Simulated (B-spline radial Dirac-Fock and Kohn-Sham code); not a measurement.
## Pr⁸⁺: scattering cross sections and density moments

System: praseodymium as Pr⁸⁺, [Kr] 4d10 4f1 5s2 5p2.

The computed values come from a B-spline atomic structure program: Dirac-Fock orbitals of the configuration average with a finite nucleus.

| Property | Result |
| --- | --- |
| Sum of ⟨r⟩ | 24.21 bohr |
| Sum of ⟨r²⟩ | 20.93 bohr² |
| Sum of ⟨1/r⟩ | 377.66 per bohr |
| Langevin diamagnetic susceptibility | -16.6 × 10⁻⁶ cm³/mol |
| Lamb shielding (α²/3)Σ⟨1/r⟩ | 6704 ppm |

Coherent scattering is the Thomson cross section weighted by f₀², without anomalous dispersion; incoherent scattering is Klein-Nishina weighted by S. The Lamb formula is the non-relativistic shielding expression. Electron correlation is left out.

```
hν (keV)  coherent (b)  incoherent (b)  incoherent per electron (b)
       1          1697          0.3429                      0.00672
       2          1607           1.230                       0.0241
       5          1207           4.674                       0.0917
      10         720.6           9.257                        0.182
      20         344.8           15.18                        0.298
      30         201.4           18.22                        0.357
      50         93.42           20.90                        0.410
     200         8.580           19.45                        0.381
```

Incoherent scattering overtakes coherent scattering between 50 and 200 keV.
